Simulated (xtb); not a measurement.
Harmonic IR lines of one isomer of C4H8Si, unscaled. These are GFN2-xTB run with xtb values and carry that method's errors.

```csv
wavenumber (cm⁻¹),relative intensity
462,12
613,5.1
630,6.7
664,34
771,24
804,56
830,23
843,56
1015,5.9
1206,7.9
2205,100
2232,63
2288,9.3
2950,9.0
2966,7.2
3032,7.4
3037,4.8
3044,5.7
```

**Question.** Say which structure gives these lines.
A) `C#CC[SiH2]C`
B) `CC[SiH]1C=C1`
C) `C1CC12C[SiH2]2`
D) `C=C=[Si](C)C`

**Answer.** A, `C#CC[SiH2]C`
